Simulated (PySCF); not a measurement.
Isomers of H4B2N2. Gas-phase values, no solvent. One relaxed conformer stands for each flexible species; it need not be the lowest. Strings in code marks are SMILES.

The HOMO from two functionals at the same geometries (PBE0-D4/def2-TZVP), both in PySCF: PBE-D3(BJ)/def2-TZVP and B3LYP-D3(BJ)/def2-TZVP. B3LYP has the VWN-RPA correlation part, as in Gaussian. 

| species | B3LYP-D3(BJ)/def2-TZVP (eV) |
|---|---|
| `B=NBN` | -7.53 |
| `B(=N)NB` | -7.53 |
| `B(N)B=N` | -7.78 |

Problem. What does PBE-D3(BJ)/def2-TZVP give for each?

Solution. 
- `B=NBN`: -6.52
- `B(=N)NB`: -6.51
- `B(N)B=N`: -6.71
Over these rows, drawn at random from the members with no instability flagged (it was tested for open shells, ions and some series alone), PBE minus B3LYP-D3(BJ): mean +1.03 eV, from +1.01 eV to +1.07 eV.
